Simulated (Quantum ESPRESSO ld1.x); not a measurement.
Question: The mean radii <r> (bohr) of the occupied orbitals of an atom or ion are listed with their occupations. All-electron calculation, scalar-relativistic Kohn-Sham, LDA (Slater exchange, VWN5 correlation), spin-polarised, spherical densities, point nucleus. Program: ld1.x of Quantum ESPRESSO 7.5.

| orbital | occ. | <r> |
|---|---|---|
| 1s up | 1 | 0.01579 |
| 1s down | 1 | 0.01579 |
| 2s up | 1 | 0.06649 |
| 2s down | 1 | 0.06649 |
| 2p up | 3 | 0.06056 |
| 2p down | 3 | 0.06056 |
| 3s up | 1 | 0.1716 |
| 3s down | 1 | 0.1716 |
| 3p up | 3 | 0.1738 |
| 3p down | 3 | 0.1738 |
| 3d up | 5 | 0.1574 |
| 3d down | 5 | 0.1574 |
| 4s up | 1 | 0.3766 |
| 4s down | 1 | 0.3766 |
| 4p up | 3 | 0.4018 |
| 4p down | 3 | 0.4018 |
| 4d up | 5 | 0.4207 |
| 4d down | 5 | 0.4206 |
| 4f up | 7 | 0.4338 |
| 4f down | 7 | 0.4334 |
| 5s up | 1 | 0.7953 |
| 5s down | 1 | 0.7945 |
| 5p up | 3 | 0.8772 |
| 5p down | 3 | 0.8764 |
| 5d up | 1 | 1.001 |

Name the element and its charge. Open shells, if any, are filled with parallel spins first.

Answer: Z = 83, bismuth, charge +14: Bi14+ in [Xe] 4f14 5d1. The 1s radius gives Z: for a bare nucleus <r> = (2 gamma + 1)/(2Z) with gamma = sqrt(1 - (Z/c)^2), 0.01561 bohr for Z = 83, and screening makes it slightly larger (0.01579 here). The occupations add up to 69, and the charge is Z minus that.
